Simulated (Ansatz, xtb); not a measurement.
BrH4NSi2: 5 structures ranked

5 gas-phase structures of BrH4NSi2, found in a search over its isomers (lower ones may exist). Each was relaxed with GFN2-xTB; where two conformers were screened, the lower at r2SCAN-D4/def2-SVP is listed:

A. `[SiH2]=N[SiH2]Br`, a singlet
B. `[SiH3]N[Si]Br`, a singlet
C. `[SiH3]/N=[SiH]/Br`, a singlet
D. `[SiH3]/N=[SiH]\Br`, a singlet
E. `[SiH]N[SiH2]Br`, a singlet

Which do you expect lowest at r2SCAN-D4/def2-SVP, and how would the others follow?

Calculated order at r2SCAN-D4/def2-SVP: B (0.0), E (14.2), D (16.9), A (17.1), C (20.9) kcal/mol. Less than 1 kcal/mol parts D and A, so the order within that pair means little.

Energies above the lowest of each column, in kcal/mol; the last columns are at PBE0-D3(BJ)/def2-SVP geometries and were run for some of them only (a dash: not run or not comparable):

| structure | GFN2-xTB | HF/STO-3G | r2SCAN-D4/def2-SVP | PBE0-D3(BJ)/def2-SVP | CCSD(T)/def2-SVP + ΔMP2/def2-TZVPP |
| --- | --- | --- | --- | --- | --- |
| B | 17.4 | 0.0 | 0.0 | 0.0 | 0.0 |
| E | 25.6 | 18.0 | 14.2 | 11.0 | 10.2 |
| D | 10.7 | 54.2 | 16.9 | 20.3 | – |
| A | 0.0 | 54.9 | 17.1 | 19.3 | 15.4 |
| C | 9.8 | 57.7 | 20.9 | – | – |

CCSD(T)/def2-SVP + ΔMP2/def2-TZVPP puts B lowest of those it was run on; GFN2-xTB picks A. Flexible structures stand in one conformer each, not always the lowest. Frequencies (PBE0-D3(BJ)/def2-SVP) were run for A, B, E alone. The ΔMP2 step shifts differences by up to 3.1 kcal/mol, which makes them less sure. ΔMP2 is the change of the MP2 energy from the smaller to the larger basis.

Over these structures GFN2-xTB departs from r2SCAN-D4/def2-SVP by 12.4 kcal/mol on average once a common shift is removed. A GFN2-xTB relaxation took about 2.6 s and the r2SCAN-D4/def2-SVP energy about 6 s on a shared host (Ansatz 0.2.0, xtb 6.7.1).
